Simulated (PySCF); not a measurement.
BClHIO, SMILES IB(O)Cl. Atoms are numbered in the order given.

```xyz
5

B      0.4563     1.0129     0.0000
Cl    -0.7877     2.2730     0.0000
I     -0.0927    -1.0655     0.0000
O      1.7602     1.3131     0.0000
H      1.9430     2.2643     0.0000
```
Charge 0, spin multiplicity 1.

The structure is a stationary point at B3LYP-D3(BJ)/def2-SVP. The def2 effective core potentials stand for the cores of I; spin–orbit coupling is left out. One conformer was computed; it need not be the lowest.

Level of theory: TDDFT-CAM-B3LYP/def2-SVPD run with PySCF.

Vertical excitations. Isolated molecule, no solvent. State labels are in the subgroup Cs.

| state | symmetry | energy (eV) | λ (nm) | f | main pairs |
|---|---|---|---|---|---|
| S1 | A" | 5.59 | 222 | 0.000 | HOMO→LUMO 99 % |
| S2 | A' | 6.08 | 204 | 0.008 | HOMO→LUMO+1 53 %, HOMO→LUMO+2 29 % |
| S3 | A' | 6.19 | 200 | 0.105 | HOMO−1→LUMO 90 % |
| S4 | A" | 6.27 | 198 | 0.007 | HOMO−1→LUMO+1 55 %, HOMO−1→LUMO+2 28 % |
| S5 | A' | 6.97 | 178 | 0.047 | HOMO→LUMO+1 35 %, HOMO→LUMO+2 25 %, HOMO→LUMO+3 23 %, HOMO→LUMO+4 12 % |
| S6 | A" | 7.15 | 173 | 0.005 | HOMO−2→LUMO 79 % |
| S7 | A" | 7.23 | 171 | 0.045 | HOMO−1→LUMO+1 30 %, HOMO−1→LUMO+2 24 %, HOMO−2→LUMO 18 %, HOMO−1→LUMO+3 14 % |
| S8 | A' | 7.65 | 162 | 0.038 | HOMO→LUMO+2 40 %, HOMO→LUMO+3 29 %, HOMO→LUMO+4 20 % |
| S9 | A" | 7.82 | 159 | 0.000 | HOMO−4→LUMO 93 % |
| S10 | A" | 7.91 | 157 | 0.063 | HOMO−1→LUMO+2 39 %, HOMO−1→LUMO+3 31 %, HOMO−1→LUMO+4 21 % |
| T1 | A" | 5.48 | 226 | 0 | HOMO→LUMO 99 % |
| T2 | A' | 5.51 | 225 | 0 | HOMO−1→LUMO 97 % |
| T3 | A' | 5.56 | 223 | 0 | HOMO→LUMO+1 41 %, HOMO→LUMO+2 31 %, HOMO→LUMO+3 9 %, HOMO→LUMO+4 9 % |
| T4 | A" | 5.79 | 214 | 0 | HOMO−1→LUMO+1 42 %, HOMO−1→LUMO+2 30 %, HOMO−1→LUMO+3 9 %, HOMO−1→LUMO+4 8 % |
Triplets are in the Tamm–Dancoff approximation, which puts them higher than full response would, so one can lie above its singlet here.
